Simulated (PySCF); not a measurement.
BCl$_{3}$, charge -1, doublet, at a GFN2-xTB geometry (a state made from the parent by changing its charge; the spin is typed, not shown lowest) (in this run its highest filled SCF level lies above zero, so its values depend strongly on the basis, on diffuse functions most of all); PySCF with B3LYP/cc-pVDZ.

PySCF was given this input:
```python
from pyscf import gto, scf, dft

mol = gto.Mole()
mol.atom = '''
    B     0.004096    0.013925    0.008706
    Cl    1.754614   -0.248747   -0.430880
    Cl   -0.681716   -0.749581    1.516441
    Cl   -1.074102    0.994232   -1.088122
'''
mol.basis = 'cc-pvdz'
mol.charge = -1
mol.spin = 1
mol.verbose = 4
mol.build()

mf = dft.UKS(mol)
mf.xc = 'b3lyp'
mf.init_guess = 'sap'
mf.kernel()
```

The log (banner, timings and long lists left out):

```
PySCF version 2.14.0

[INPUT] verbose = 4
[INPUT] num. atoms = 4
[INPUT] num. electrons = 57
[INPUT] charge = -1
[INPUT] spin (= nelec alpha-beta = 2S) = 1
[INPUT] symmetry False subgroup None
[INPUT] Mole.unit = angstrom
[INPUT] Symbol           X                Y                Z      unit          X                Y                Z       unit  Magmom
[INPUT]  1 B      0.004096000000   0.013925000000   0.008706000000 AA    0.007740318206   0.026314436285   0.016451955640 Bohr   0.0
[INPUT]  2 Cl     1.754614000000  -0.248747000000  -0.430880000000 AA    3.315739914328  -0.470063704307  -0.814245192553 Bohr   0.0
[INPUT]  3 Cl    -0.681716000000  -0.749581000000   1.516441000000 AA   -1.288256534734  -1.416502798178   2.865658174062 Bohr   0.0
[INPUT]  4 Cl    -1.074102000000   0.994232000000  -1.088122000000 AA   -2.029758609848   1.878826184279  -2.056252570114 Bohr   0.0

nuclear repulsion = 219.224900952258
number of shells = 20
number of NR pGTOs = 149
number of NR cGTOs = 68
basis = cc-pvdz
ecp = {}

******** <class 'pyscf.dft.uks.UKS'> ********
method = UKS
initial guess = sap
damping factor = 0
level_shift factor = 0
DIIS = <class 'pyscf.scf.diis.CDIIS'>
diis_start_cycle = 1
diis_space = 8
diis_damp = 0
SCF conv_tol = 1e-09
SCF conv_tol_grad = None
SCF max_cycles = 50
direct_scf = True
direct_scf_tol = 1e-13
number electrons alpha = 29  beta = 28
XC library pyscf.dft.libxc version 7.1.2
    S. Lehtola, C. Steigemann, M. J. T. Oliveira, and M. A. L. Marques,  SoftwareX 7, 1–5 (2018)
XC functionals = b3lyp
    P. J. Stephens, F. J. Devlin, C. F. Chabalowski, and M. J. Frisch,  J. Phys. Chem. 98, 11623 (1994)
radial grids:
    Treutler-Ahlrichs [JCP 102, 346 (1995); DOI:10.1063/1.469408] (M4) radial grids

becke partition: Becke, JCP 88, 2547 (1988); DOI:10.1063/1.454033
pruning grids: <function nwchem_prune>
grids dens level: 3
symmetrized grids: False
atomic radii adjust function: <function treutler_atomic_radii_adjust>
small_rho_cutoff = 0
Set gradient conv threshold to 3.16228e-05
Initial guess from superposition of atomic potentials (doi:10.1021/acs.jctc.8b01089)
This is the Gaussian fit version as described in doi:10.1063/5.0004046.
Found SAP basis sapgrasplarge

WARN: SAP basis coefficients must be equal or closeto total electronic charge: -56.0 !≃ 57
Check fails with value 1.0

tot grids = 70688
init E= -1404.76102944191

cycle= 1 E= -1404.38601199748  delta_E= 0.375  |g|= 1.37  |ddm|= 2.72
cycle= 2 E= -1401.1527125472  delta_E= 3.23  |g|= 2.87  |ddm|= 3.53
cycle= 3 E= -1405.59179593916  delta_E= -4.44  |g|= 0.216  |ddm|=  2.4
cycle= 4 E= -1405.61621419098  delta_E= -0.0244  |g|= 0.0711  |ddm|= 0.233
cycle= 5 E= -1405.6193090322  delta_E= -0.00309  |g|= 0.0173  |ddm|= 0.0697
cycle= 6 E= -1405.61952211284  delta_E= -0.000213  |g|= 0.00485  |ddm|= 0.0214
cycle= 7 E= -1405.6195410847  delta_E= -1.9e-05  |g|= 0.00119  |ddm|= 0.0163
cycle= 8 E= -1405.61954239729  delta_E= -1.31e-06  |g|= 0.00043  |ddm|= 0.00291
cycle= 9 E= -1405.61954258822  delta_E= -1.91e-07  |g|= 0.000101  |ddm|= 0.00219
cycle= 10 E= -1405.61954260158  delta_E= -1.34e-08  |g|= 2.65e-05  |ddm|= 0.000523
cycle= 11 E= -1405.61954260272  delta_E= -1.13e-09  |g|= 3.11e-06  |ddm|= 0.000189
cycle= 12 E= -1405.61954260273  delta_E= -1.46e-11  |g|= 2.01e-07  |ddm|= 3.17e-05
Extra cycle  E= -1405.61954260273  delta_E= 2.27e-13  |g|= 1.67e-07  |ddm|= 4.12e-07
converged SCF energy = -1405.61954260273  <S^2> = 0.75436336  2S+1 = 2.0043586
```
